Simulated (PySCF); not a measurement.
## J couplings in CHF(COOEt)2

Geometry:
```tsv
atom	x (Å)	y (Å)	z (Å)
C1	-4.082	0.552	-0.379
C2	-2.752	1.159	0.000
O3	-1.849	0.174	0.513
C4	-1.155	-0.527	-0.373
O5	-1.263	-0.463	-1.565
C6	-0.150	-1.431	0.336
F7	0.103	-2.517	-0.427
C8	1.110	-0.617	0.625
O9	1.084	0.405	1.258
O10	2.187	-1.178	0.104
C11	3.429	-0.490	0.296
C12	3.612	0.613	-0.720
H13	-4.778	1.345	-0.691
H14	-3.965	-0.150	-1.216
H15	-4.528	0.019	0.474
H16	-2.281	1.651	-0.864
H17	-2.855	1.888	0.814
H18	-0.570	-1.734	1.310
H19	4.195	-1.270	0.189
H20	3.459	-0.093	1.322
H21	2.858	1.400	-0.581
H22	3.533	0.220	-1.744
H23	4.607	1.068	-0.600
```

Method: B3LYP/pcJ-1 (spin–dipole term only in couplings to heteroatoms)//PBE0-D3(BJ)/def2-SVP, PySCF 2.14.0 with density-fitted response routines; isolated molecule, single conformer, non-relativistic. Couplings are averaged over pairs made equivalent by symmetry, fast rotation or ring inversion, so a value needn't be that of the named pair in this geometry, while other rotamers aren't included; one pair stands for each set, and the list holds those of at least 1.5 Hz over up to four bonds, among pairs with at least one F or H atom (others weren't computed). One-bond C–F couplings come out tens of Hz too large with common functionals.

Isotopes: $^{13}$C, $^{19}$F, $^{1}$H, $^{17}$O. Couplings to quadrupolar nuclei such as 17O and 33S are rarely resolved in practice.

```json
{"pair": "C1, H13", "bonds": "1", "J (Hz)": "?"}
{"pair": "C2, H16", "bonds": "1", "J (Hz)": "151.7"}
{"pair": "C2, H17", "bonds": "1", "J (Hz)": "?"}
{"pair": "C6, F7", "bonds": "1", "J (Hz)": "?"}
{"pair": "C6, H18", "bonds": "1", "J (Hz)": "163.7"}
{"pair": "C1, H16", "bonds": "2", "J (Hz)": "?"}
{"pair": "C1, H17", "bonds": "2", "J (Hz)": "-1.9"}
{"pair": "C2, H13", "bonds": "2", "J (Hz)": "?"}
{"pair": "O3, H16", "bonds": "2", "J (Hz)": "-1.6"}
{"pair": "O3, H17", "bonds": "2", "J (Hz)": "-14.6"}
{"pair": "C4, F7", "bonds": "2", "J (Hz)": "?"}
{"pair": "C4, H18", "bonds": "2", "J (Hz)": "-6.1"}
{"pair": "F7, H18", "bonds": "2", "J (Hz)": "55.6"}
{"pair": "H13, H14", "bonds": "2", "J (Hz)": "-14.2"}
{"pair": "H16, H17", "bonds": "2", "J (Hz)": "-11.8"}
{"pair": "O3, F7", "bonds": "3", "J (Hz)": "-3.4"}
{"pair": "O3, H13", "bonds": "3", "J (Hz)": "-3.7"}
{"pair": "C4, H16", "bonds": "3", "J (Hz)": "3.7"}
{"pair": "C4, H17", "bonds": "3", "J (Hz)": "8.4"}
{"pair": "O5, F7", "bonds": "3", "J (Hz)": "?"}
{"pair": "H13, H16", "bonds": "3", "J (Hz)": "7.8"}
{"pair": "H13, H17", "bonds": "3", "J (Hz)": "8.0"}
{"pair": "H19, H21", "bonds": "3", "J (Hz)": "7.9"}
```

Estimate the withheld couplings, with signs.

Results:


- $^{1}J$(C1,H13) = 134.6 Hz (mean over equivalent pairs that range from 130.4 to 138.3 Hz in this conformer)
- $^{1}J$(C2,H17) = 154.0 Hz (bond length 1.098 Å, sp3 carbon)
- $^{1}J$(C6,F7) = -264.1 Hz (bond length 1.352 Å)
- $^{2}J$(C1,H16) = -1.9 Hz (angle at C2 111°)
- $^{2}J$(C2,H13) = -3.5 Hz (mean over equivalent pairs that range from -6.4 to 2.3 Hz in this conformer)
- $^{2}J$(C4,F7) = 23.1 Hz (mean over equivalent pairs that range from 21.0 to 25.3 Hz in this conformer)
- $^{3}J$(O5,F7) = 2.2 Hz (mean over equivalent pairs that range from 0.8 to 3.5 Hz in this conformer)
